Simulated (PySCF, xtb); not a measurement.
Si(F)2(I)(OMe) (CH3F2IOSi), SMILES CO[Si](F)(F)I. The values are those of a single conformer.

Harmonic wavenumbers (cm⁻¹) from GFN2-xTB run with xtb at its own minimum, in rising order: 59, 104, 112, 143, 187, 235, 240, 316, 444, 785, 904, 941, 1131, 1138, 1220, 1420, 1469, 1474, 2962, 2981, 3012.

Problem. What does B3LYP-D3(BJ)/def2-SVP in PySCF give at its own minimum? (An estimate is asked for; the answer gives what the named calculation found.)

Solution. 52, 92, 119, 173, 210, 250, 300, 351, 443, 764, 925, 981, 1167, 1178, 1219, 1474, 1477, 1480, 3018, 3099, 3137. Paired by order, the mean absolute difference is 34 cm⁻¹ and the zero-point energies are 30.4 and 31.3 kcal/mol.
